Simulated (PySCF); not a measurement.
Work out the structure from these simulated measurements.

Formula: C4H5ClF2Si.

* Triplet: lowest triplet excitation (Tamm–Dancoff): 4.36 eV [TDA wB97X-D/def2-SVPD]
* Polarisability: 85.4 au [wB97X-D/def2-SVPD]
* 1H NMR: chemical shifts (computed TMS as zero) by class: 6.70 (1 H), 6.67 (1 H), 5.20 (1 H), 4.87 (1 H), 4.53 (1 H) ppm [GIAO PBE0/pcSseg-1]
* 13C NMR: chemical shifts (computed TMS as zero) by class: 168.6 (1 C), 144.1 (1 C), 115.8 (1 C), 49.9 (1 C) ppm [GIAO PBE0/pcSseg-1]
* NMR, other nuclei: isotropic shieldings of nuclei other than C and H, by class: 312 (1 F), 331 (1 F), 379 (1 Si), 832 (1 Cl) ppm [GIAO PBE0/pcSseg-1]
* UV, first state: lowest singlet excitation: 5.81 eV (214 nm, f = 0.001) [TDDFT wB97X-D/def2-SVPD]
* Rotational structure: rotational constants A, B, C: 1.890, 1.035, 0.773 GHz [GFN2-xTB]

Electronic properties: PySCF, gas phase, density fitting. Levels stand in brackets. Geometry: GFN2-xTB, one conformer, isolated molecule. NMR values are class means; diastereotopic atoms form classes of their own.

Question: Give a SMILES that accounts for the data.

Answer: Numbering: `[F:1][CH:2]([F:3])[C:4]1=[CH:5][SiH2:6][C@H:7]1[Cl:8]`. Its formula, C4H5ClF2Si, gives 2 degrees of unsaturation: 1 ring and 1 π bond in the structure found. 4 carbons fall into 4 classes; from least to most shielded: fully substituted alkene carbon [C4] (168.6 ppm), alkene CH carbon [C5] (144.1 ppm), CHF2 carbon [C2] (115.8 ppm), sp3 C–Cl carbon [C7] (49.9 ppm). Hydrogen classes from least to most shielded: 1 H on an alkene CH carbon, C5 (6.70 ppm), 1 H on a CHF2 carbon, C2 (6.67 ppm), 1 H on an SiH2 silicon, Si6 (5.20 ppm), 1 H on an SiH2 silicon, Si6 (4.87 ppm), 1 H on an sp3 C–Cl carbon, C7 (4.53 ppm). The other shieldings belong to: 312 ppm, fluorine of a CF2 group [F1]; 331 ppm, fluorine of a CF2 group [F3]; 379 ppm, SiH2 silicon [Si6]; 832 ppm, alkyl chlorine [Cl8]. The optimised geometry has point group C1 and is an asymmetric top. Structure: `FC(F)C1=C[SiH2][C@H]1Cl`. The assignments are read from this structure; whether some other isomer fits the data as well wasn't checked. The mirror image fits equally.

Shape of the structure used: `[F:1][CH:2]([F:3])[C:4]1=[CH:5][SiH2:6][C@H:7]1[Cl:8]`: F1–C2–C4–C5 116°.
